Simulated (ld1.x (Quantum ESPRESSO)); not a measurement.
**An all-electron radial function and its pseudo partner (F (Z = 9))**

Columns: radius, all-electron u(r) and pseudo u(r) of the 2p shell (level -11.28 eV) of fluorine in the configuration [He] 2s1.5 2p5.5; PBEsol, non-relativistic, RRKJ scheme, ld1.x (Quantum ESPRESSO) 7.5.

```json
{"r (bohr)": "0.070", "all-electron": "0.0767", "pseudo": "0.0261"}
{"r (bohr)": "0.140", "all-electron": "0.2306", "pseudo": "0.1013"}
{"r (bohr)": "0.210", "all-electron": "0.3962", "pseudo": "0.2164"}
{"r (bohr)": "0.280", "all-electron": "0.5454", "pseudo": "0.3579"}
{"r (bohr)": "0.350", "all-electron": "0.6680", "pseudo": "0.5097"}
{"r (bohr)": "0.420", "all-electron": "0.7623", "pseudo": "0.6560"}
{"r (bohr)": "0.490", "all-electron": "0.8298", "pseudo": "0.7831"}
{"r (bohr)": "0.560", "all-electron": "0.8737", "pseudo": "0.8814"}
{"r (bohr)": "0.630", "all-electron": "0.8977", "pseudo": "0.9461"}
{"r (bohr)": "0.700", "all-electron": "0.9058", "pseudo": "0.9773"}
{"r (bohr)": "0.770", "all-electron": "0.9015", "pseudo": "0.9790"}
{"r (bohr)": "0.840", "all-electron": "0.8876", "pseudo": "0.9580"}
{"r (bohr)": "0.910", "all-electron": "0.8667", "pseudo": "0.9221"}
{"r (bohr)": "0.980", "all-electron": "0.8407", "pseudo": "0.8788"}
{"r (bohr)": "1.050", "all-electron": "0.8112", "pseudo": "0.8337"}
{"r (bohr)": "1.120", "all-electron": "0.7794", "pseudo": "0.7904"}
{"r (bohr)": "1.190", "all-electron": "0.7463", "pseudo": "0.7504"}
{"r (bohr)": "1.260", "all-electron": "0.7125", "pseudo": "0.7135"}
{"r (bohr)": "1.330", "all-electron": "0.6787", "pseudo": "0.6787"}
{"r (bohr)": "1.400", "all-electron": "0.6452", "pseudo": "0.6452"}
{"r (bohr)": "1.470", "all-electron": "0.6123", "pseudo": "0.6123"}
{"r (bohr)": "1.540", "all-electron": "0.5803", "pseudo": "0.5803"}
{"r (bohr)": "1.610", "all-electron": "0.5492", "pseudo": "0.5492"}
{"r (bohr)": "1.680", "all-electron": "0.5193", "pseudo": "0.5193"}
{"r (bohr)": "1.750", "all-electron": "0.4906", "pseudo": "0.4906"}
{"r (bohr)": "1.820", "all-electron": "0.4631", "pseudo": "0.4631"}
```

(1) How many radial nodes do the two functions have?

(2) At about which radius was the pseudo-wave matched?

(3) Is the pseudo-wave norm-conserving?

## Answers

(1) The all-electron 2p function has n − l − 1 = 0; the pseudo-wave has 0.

(2) 1.40 bohr, where the columns begin to agree (steps of 0.07 bohr).

(3) Yes: the RRKJ scheme keeps the norm inside the radius equal to the all-electron one, which fixes the energy derivative of the logarithmic derivative at the level.
